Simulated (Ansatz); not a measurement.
Two isomers of C2H7NSi: A = `N=CC[SiH3]`, B = `C=CN[SiH3]`.

Isolated molecules relaxed with PBE0-D4/def2-TZVP in Ansatz; ΔE leaves out vibrations. CBS: MP2 limit from def2 TZ/QZ plus the TZ coupled-cluster correction, frozen cores. This one scheme is used for every species. Functionals use def2-TZVPP. One conformer a species, not always the lowest.

Task: Which isomer does CCSD(T)/CBS put lower? Give the gap. (Estimate.)

Result: Computed: B, by 10.3 kcal/mol.

Task: Give E(B) − E(A) in kcal/mol with CCSD(T)/def2-TZVPP, r2SCAN-D4, ωB97M-V, CCSD(T)/def2-SVP, LDA (SPW92), B2PLYP, MP2/def2-TZVPP. (An estimate is asked.)

Result: The calculation gave: CCSD(T)/def2-TZVPP -9.3, r2SCAN-D4 -10.7, ωB97M-V -10.3, CCSD(T)/def2-SVP -7.8, LDA (SPW92) -12.1, B2PLYP -11.1, MP2/def2-TZVPP -10.4. None reverses the order clearly.

Task: Does the order hold for the free energy at 298.15 K (harmonic terms from PBE0-D4)? (Best estimate.)

Result: Computed: Yes: G(B) − G(A) = -10.4 kcal/mol, for one conformer each.

Largest T1 diagnostic: 0.012.

In def2-TZVPP, CCSD(T) changes the Hartree–Fock value by +2.9 kcal/mol (the triples alone add +0.4 kcal/mol) and MP2 by +1.7 kcal/mol. At CCSD(T), def2-SVP lies +2.5 kcal/mol from the extrapolated value and def2-TZVPP +1.0 kcal/mol.
